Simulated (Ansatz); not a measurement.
The cluster GaCl₃⁻. The state is a doublet with charge -1. Geometry PBE0-D4/def2-SVP, that of the neutral singlet.

Cartesian coordinates in Å:
```
Ga -0.0004 0.0002 0.0000
Cl -1.6414 0.4953 -1.2490
Cl 1.0409 -1.8249 -0.2908
Cl 0.6009 1.3294 1.5397
```

At PBE-D4/def2-TZVPD, r2SCAN-D4/def2-TZVPD, PBE0-D4/def2-TZVPD the highest occupied level of the charge -1 doublet lies above zero (up to 1.48 eV). By energy differences its removal costs 0.55 eV (vertical, to the charge 0 singlet, at r2SCAN-D4/def2-TZVPD); a positive level beside a positive removal energy at the same level points to self-interaction error. The structure comes from a short search, and lower isomers may exist.

**Question.** Estimate the α-spin orbital energies around the gap (eV) in Ansatz with PBE-D4/def2-TZVPD, r2SCAN-D4/def2-TZVPD, PBE0-D4/def2-TZVPD.

**Answer.** 
| orbital | PBE-D4/def2-TZVPD | r2SCAN-D4/def2-TZVPD | PBE0-D4/def2-TZVPD |
| --- | --- | --- | --- |
| HOMO−5 | -3.61 | -3.91 | -4.99 |
| HOMO−4 | -3.61 | -3.91 | -4.99 |
| HOMO−3 | -3.59 | -3.86 | -4.92 |
| HOMO−2 | -3.58 | -3.86 | -4.92 |
| HOMO−1 | -3.29 | -3.59 | -4.66 |
| HOMO | 1.42 | 1.48 | 0.95 |
| LUMO | 2.17 | 2.12 | 2.86 |
| LUMO+1 | 2.96 | 3.36 | 3.36 |
| LUMO+2 | 2.97 | 3.36 | 3.36 |
| LUMO+3 | 3.09 | 3.38 | 3.54 |
| LUMO+4 | 3.69 | 4.04 | 4.12 |
| LUMO+5 | 3.78 | 4.27 | 4.17 |
| β HOMO | -3.23 | -3.51 | -4.59 |
| β LUMO | 1.86 | 2.35 | 2.63 |
